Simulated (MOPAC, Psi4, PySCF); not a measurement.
Approach curve of the dimer Cl2Zn ··· C2H4 (SMILES [Cl][Zn][Cl] and C=C). Monomers: optimised at B3LYP-D3(BJ) (def2-TZVP), held rigid. Orientation: lowest of the rigid-body minima from ten starts at GFN2-xTB. R is the distance of the centres of mass, along which the second monomer moves.

- RKS-M06-2X/6-31G* = restricted M06-2X/6-31G*, spherical d, no counterpoise correction run with PySCF 2.14.0
- PM3, restricted, heats of formation (MOPAC)
- RKS-LDA (SVWN5)/6-31G* = restricted LDA (SVWN5)/6-31G*, spherical d, no counterpoise correction (PySCF 2.14.0)
- wB97M-V/def2-TZVP, counterpoise-corrected (Psi4)

Interaction energies in kcal/mol; the last columns give the difference from wB97M-V:

```tsv
R / Å	RKS-M06-2X/6-31G*	PM3	RKS-LDA (SVWN5)/6-31G*	wB97M-V/def2-TZVP	RKS-M06-2X/6-31G* − wB97M-V/def2-TZVP	PM3 − wB97M-V/def2-TZVP	RKS-LDA (SVWN5)/6-31G* − wB97M-V/def2-TZVP
2.40	-11.96	-15.14	-18.42	-2.37	-9.59	-12.76	-16.05
2.55	-13.17	-13.54	-17.59	-4.79	-8.38	-8.75	-12.80
2.79	-12.31	-6.48	-14.72	-6.03	-6.28	-0.44	-8.69
2.99	-10.58	-0.22	-12.01	-5.84	-4.74	5.62	-6.16
3.19	-8.78	4.24	-9.59	-5.19	-3.58	9.44	-4.40
3.53	-6.18	6.91	-6.51	-3.86	-2.33	10.77	-2.65
3.80	-4.59	6.25	-4.82	-2.91	-1.68	9.16	-1.90
4.33	-2.55	3.52	-2.70	-1.63	-0.93	5.15	-1.07
5.00	-1.31	1.36	-1.29	-0.80	-0.51	2.16	-0.49
5.99	-0.40	0.29	-0.36	-0.31	-0.09	0.60	-0.05
7.26	-0.09	0.03	-0.07	-0.11	0.02	0.14	0.04
```

RKS-M06-2X/6-31G* is furthest from wB97M-V/def2-TZVP at 2.40 (-9.59 kcal/mol, below); its mean absolute difference over the points is 3.46 kcal/mol.

PM3 is furthest from wB97M-V/def2-TZVP at 2.40 (-12.76 kcal/mol, below); its mean absolute difference over the points is 5.91 kcal/mol.

RKS-LDA (SVWN5)/6-31G* is furthest from wB97M-V/def2-TZVP at 2.40 (-16.05 kcal/mol, below); its mean absolute difference over the points is 4.94 kcal/mol.
